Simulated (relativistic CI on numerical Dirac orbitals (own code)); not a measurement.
## Ligand-field terms of d8

Computed with a parametric ligand-field model of a d^n configuration (Racah B and C, spin-orbit zeta, crystal field), exact diagonalisation.

Field parameters in Wybourne normalisation: Td as Oh with Dq negative (B⁴₀ = 21Dq, B⁴₄ = √(5/14) B⁴₀). The field is a parameter set, without covalency.

B = 870 cm⁻¹, C = 4230 cm⁻¹ (C/B = 4.86), Td, no spin-orbit coupling. Tanabe-Sugano data, E/B above the lowest term (Δ = |10Dq|; b, c mark the second and third term of a kind):

| Δ/B | 3T1 | 3T2 | 3A2 | 1T2 | 1E | 3T1(b) |
| --- | --- | --- | --- | --- | --- | --- |
| 1.0 | 0.00 | 0.81 | 1.81 | 15.07 | 15.53 | 15.62 |
| 2.8 | 0.00 | 2.32 | 5.12 | 15.56 | 16.38 | 16.83 |
| 4.6 | 0.00 | 3.87 | 8.46 | 15.89 | 16.73 | 18.14 |
| 6.4 | 0.00 | 5.46 | 11.87 | 16.09 | 16.84 | 19.53 |
| 8.2 | 0.00 | 7.08 | 15.28 | 16.21 | 16.87 | 20.97 |
| 10.0 | 0.00 | 8.74 | 18.74 | 16.28 | 16.85 | 22.47 |
| 11.8 | 0.00 | 10.41 | 22.22 | 16.32 | 16.81 | 24.02 |
| 13.6 | 0.00 | 12.09 | 25.69 | 16.33 | 16.77 | 25.59 |
| 15.4 | 0.00 | 13.80 | 29.20 | 16.33 | 16.72 | 27.19 |
| 17.2 | 0.00 | 15.50 | 32.70 | 16.32 | 16.68 | 28.81 |
| 19.0 | 0.00 | 17.23 | 36.23 | 16.31 | 16.63 | 30.46 |
| 20.8 | 0.00 | 18.97 | 39.77 | 16.30 | 16.59 | 32.13 |

The ground term stays 3T1.
